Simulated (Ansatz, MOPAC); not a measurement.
Molecule: PbO (charge 0, singlet). SMILES: [O]=[Pb]

Atoms: Pb1, O2. Bonds: Pb1-O2.

Bond lengths (Å) and angles (degrees) optimised at PM3 with MOPAC; B3LYP/LANL2DZ with Ansatz (a quantum-chemistry and plane-wave program); B3LYP/6-31G* with LANL2DZ past Ar with Ansatz; MP2/6-31G* with LANL2DZ past Ar with Ansatz, each started from the B3LYP-D3(BJ)/def2-TZVP structure (Ansatz) of the last column. A row stands for all coordinates that are equal there. 6-31G* holds six Cartesian d functions.

```
coordinate    PM3  B3LYP/LANL2DZ  B3LYP/6-31G* with LANL2DZ past Ar  MP2/6-31G* with LANL2DZ past Ar  B3LYP-D3(BJ)/def2-TZVP
----------  -----  -------------  ---------------------------------  -------------------------------  ----------------------
Pb1-O2      1.936          1.877                              1.841                            1.897                   1.922
```

Mean signed difference of all 1 bond lengths from B3LYP-D3(BJ)/def2-TZVP: PM3 0.014 Å, B3LYP/LANL2DZ -0.045 Å, B3LYP/6-31G* with LANL2DZ past Ar -0.081 Å, MP2/6-31G* with LANL2DZ past Ar -0.025 Å.
